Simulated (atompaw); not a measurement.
Te PAW (atompaw): all-electron and pseudo phase curves

atompaw 4.2.0.5 input, output lines left out:

```
Te 52
LDA-PW scalarrelativistic loggrid 1500 logderivrange -5 5 251
5 5 4 0 0 0
5 1 4
0 0 0
c
c
c
c
v
c
c
c
v
c
v
2
2.05 1.55 1.45 1.60
y
2.55
n
y
3.35
n
y
1.5
n
custom rrkj vanderbiltortho sinc
bessel
2.05
2.05
2.05
2.05
1.35
2.05
```

The phase is arctan(r·u′/u) with u = r·R(r), unwrapped; energies in Ry, scanned from -5 to 5 Ry. A pole is an energy at which the radial function vanishes at the test radius. The pseudo phase is shifted by a multiple of π to meet the all-electron one at the reference energy, and phase errors are pseudo minus all-electron; the curves can meet again beyond the range given. Levels narrower than the energy grid can be missing from the lists of poles.

**Question.** For each channel, where are the poles, and over which energies does the pseudopotential scatter like the atom?

**Answer.**

```tsv
channel	radius (bohr)	reference energy (Ry)	poles, all-electron	poles, pseudo	unbroken range about the reference energy with phases within 0.05 rad	phase error 1 Ry above the reference energy (rad)
s	2.05	-1.13	2.00	2.00	the whole range	-0.000
p	2.05	-0.45	3.86	3.86	the whole range	-0.001
d	2.05	-3.06	-2.87	-2.87	the whole range	-0.001
```

Phases in the p channel:

```csv
E (Ry),all-electron,pseudo
-5.00,1.320,1.317
-4.76,1.312,1.308
-4.52,1.302,1.299
-4.28,1.291,1.288
-4.04,1.280,1.277
-3.80,1.267,1.264
-3.56,1.252,1.250
-3.32,1.235,1.233
-3.08,1.216,1.214
-2.84,1.194,1.192
-2.60,1.167,1.166
-2.36,1.136,1.134
-2.12,1.098,1.096
-1.88,1.050,1.049
-1.64,0.990,0.989
-1.40,0.912,0.911
-1.16,0.807,0.806
-0.92,0.662,0.662
-0.68,0.460,0.460
-0.44,0.187,0.187
-0.20,-0.142,-0.143
0.04,-0.469,-0.470
0.28,-0.737,-0.738
0.52,-0.934,-0.935
0.76,-1.076,-1.077
1.00,-1.179,-1.180
1.24,-1.257,-1.257
1.48,-1.317,-1.317
1.72,-1.364,-1.365
1.96,-1.403,-1.403
2.20,-1.435,-1.435
2.44,-1.462,-1.463
2.68,-1.486,-1.486
2.92,-1.507,-1.507
3.16,-1.526,-1.526
3.40,-1.542,-1.542
3.64,-1.558,-1.558
3.88,-1.572,-1.572
4.12,-1.585,-1.585
4.36,-1.598,-1.598
4.60,-1.610,-1.611
4.84,-1.622,-1.623
```
